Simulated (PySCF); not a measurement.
Species: C5H7N3O.
SMILES with atom numbers: `[CH3:1][C:2](=[O:3])[c:4]1[cH:5][n:6]([CH3:7])[n:8][n:9]1` (hydrogens: H10, H11, H12 on C1; H13 on C5; H14, H15, H16 on C7)

Structure used (GFN2-xTB), in Å, numbered top down from 1:
```
atom  x, y, z in Å
C1     2.951    0.044    0.740
C2     1.917    0.300   -0.318
O3     2.173    0.666   -1.443
C4     0.534    0.067    0.119
C5    -0.642    0.196   -0.607
N6    -1.611   -0.136    0.263
C7    -3.028   -0.180    0.055
N8    -1.073   -0.446    1.443
N9     0.190   -0.330    1.370
H10    2.892   -0.997    1.054
H11    3.944    0.265    0.358
H12    2.734    0.655    1.612
H13   -0.822    0.483   -1.621
H14   -3.277   -0.894   -0.732
H15   -3.403    0.806   -0.225
H16   -3.488   -0.492    0.991
```

The closed-shell SCF was solved with PySCF and density fitting under several settings on one GFN2-xTB geometry (grid level 2 and gas phase unless stated).

```
       settings  basis functions  SCF cycles     E (Eh)  HOMO (eV)  LUMO (eV)  dipole (D)
  PBE0/pcSseg-1              188          15  -433.6511      -7.39      -1.29        4.01
B3LYP/def2-SVPD              239          16  -433.8955      -7.20      -1.65        3.93
  revPBE/6-31G*              140          18  -434.0659      -5.24      -1.83        3.81
```

Question: Estimate the row for these settings: PBE0/MINI.

Answer: 
```tsv
settings	basis functions	SCF cycles	E (Eh)	HOMO (eV)	LUMO (eV)	dipole (D)
PBE0/MINI	52	14	-430.3145	-8.59	-2.80	3.82
```

Question: Over all rows, what range does the HOMO–LUMO gap span?

Answer: From 3.41 eV (revPBE/6-31G*) to 6.10 eV (PBE0/pcSseg-1). The functional of the narrowest has no exact exchange, that of the widest 25 % exact exchange.

Question: And the dipole moment?

Answer: From 3.81 D (revPBE/6-31G*) to 4.01 D (PBE0/pcSseg-1); the largest is 1.05 times the smallest, and the median is 3.88 D.

Question: Compare two rows with the functional PBE0: PBE0/pcSseg-1 and PBE0/MINI. Which energy is lower, and by how much?

Answer: PBE0/pcSseg-1 (188 functions) lies 3.3366 Eh or 2094 kcal/mol below PBE0/MINI (52 functions).

Cycle counts include a coarse-grid stage where the run had one. All basis functions are spherical, in the Pople sets too.

One conformer stands for the species.
